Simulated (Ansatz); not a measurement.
`OC[SiH2]F`. Total charge 0; spin multiplicity 1. All single points use the PBE0-D4/def2-TZVP geometry. It is one conformer, not always the lowest.

```xyz
9

O     0.778    1.552    0.148
C     0.717    0.173    0.489
Si   -0.597   -0.723   -0.506
F    -1.968    0.081   -0.263
H    -0.088    1.941    0.303
H     0.562    0.027    1.568
H     1.701   -0.251    0.263
H    -0.792   -2.122   -0.045
H    -0.313   -0.678   -1.960
```

What is the dipole moment at PBE/def2-TZVPP? (An estimate is asked.)

Computed: 1.09 D, with components (0.25, -0.84, 0.64) D in this frame, pointing from negative to positive charge.

And with r2SCAN, B3LYP, ωB97M-V? (An estimate is asked.)

Computed: r2SCAN 1.14 D, B3LYP 1.23 D, ωB97M-V 1.23 D.

Give the Mulliken charges with PBE, B3LYP, ωB97M-V in def2-TZVPP. (An estimate is asked.)

Ansatz gave: 
```json
{"atom": "O1", "PBE": "-0.31", "B3LYP": "-0.34", "ωB97M-V": "-0.32"}
{"atom": "C2", "PBE": "-0.10", "B3LYP": "-0.09", "ωB97M-V": "-0.15"}
{"atom": "Si3", "PBE": "0.49", "B3LYP": "0.57", "ωB97M-V": "0.49"}
{"atom": "F4", "PBE": "-0.30", "B3LYP": "-0.34", "ωB97M-V": "-0.33"}
{"atom": "H5", "PBE": "0.19", "B3LYP": "0.19", "ωB97M-V": "0.18"}
{"atom": "H6", "PBE": "0.09", "B3LYP": "0.09", "ωB97M-V": "0.11"}
{"atom": "H7", "PBE": "0.09", "B3LYP": "0.09", "ωB97M-V": "0.11"}
{"atom": "H8", "PBE": "-0.09", "B3LYP": "-0.09", "ωB97M-V": "-0.05"}
{"atom": "H9", "PBE": "-0.08", "B3LYP": "-0.08", "ωB97M-V": "-0.04"}
```

B3LYP here is the variant with VWN-RPA as its local correlation; programs differ in this.
